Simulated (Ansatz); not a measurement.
`[BH]1[SiH2][GeH2]1` + `FC1=C(S)[SiH2]1` → `F[B]1[SiH2][GeH2]1` + `SC1=C[SiH2]1` at 400 K and 1 bar (redistribution).

Gas-phase electronic energies from Ansatz, PBE0-D4/def2-TZVP geometries. CCSD(T)/CBS is the MP2 limit (def2-TZVPP, def2-QZVPP) plus CCSD(T) − MP2 in def2-TZVPP, frozen cores. For Ge outer-core shells are correlated without core-valence functions, which leaves a few kJ/mol of doubt a bond. Scalar relativity is left out up to krypton. One conformer a species, not always the lowest.

```tsv
species	CCSD(T)/CBS energy (Eh)	H − E (kJ/mol)	S (J/(mol·K))
`[BH]1[SiH2][GeH2]1`	-2392.91510	142.0	343.2
`FC1=C(S)[SiH2]1`	-864.46619	133.9	356.2
`F[B]1[SiH2][GeH2]1`	-2492.15715	129.5	369.2
`SC1=C[SiH2]1`	-765.28983	149.8	331.2
```

H − E and S are ideal-gas, rigid-rotor, harmonic terms from PBE0-D4/def2-TZVP, for one conformer and one mirror image of each species. 1 Eh = 2625.50 kJ/mol, R = 8.31446 J/(mol·K).

**Question.** By hand: ΔE, ΔH, ΔS and ΔG.

**Answer.** ΔE = (-2492.15715) + (-765.28983) − (-2392.91510) − (-864.46619) = -0.06569 Eh = -172.5 kJ/mol. Δ(H − E) = 129.5 + 149.8 − 142.0 − 133.9 = 3.4, so ΔH = -169.1 kJ/mol. ΔS = 369.2 + 331.2 − 343.2 − 356.2 = 1.0 J/(mol·K). ΔG = -169.1 − 400 × (1.0)/1000 = -169.5 kJ/mol.

**Question.** By hand: the equilibrium constant, and the temperature at which ΔG would vanish if ΔH and ΔS stayed fixed.

**Answer.** log₁₀ K = −ΔG/(RT ln 10) = 22.1. ΔH and −TΔS have one sign here, so there is no such temperature.

The number of gas molecules stays the same, so ΔS is small and ΔH decides. A doubt of 5 kJ/mol in ΔE shifts log₁₀ K by 0.7 here. Other conformers and mirror images would add mixing entropy, several J/(mol·K) or more a flexible species. These are equilibria of isolated gas molecules and say nothing of rates. Largest T1 diagnostic: 0.015 (customary marks: 0.02 for closed shells, 0.045 for open ones).

ΔS is within the doubt of such terms, so its sign, and with it that verdict, could turn.
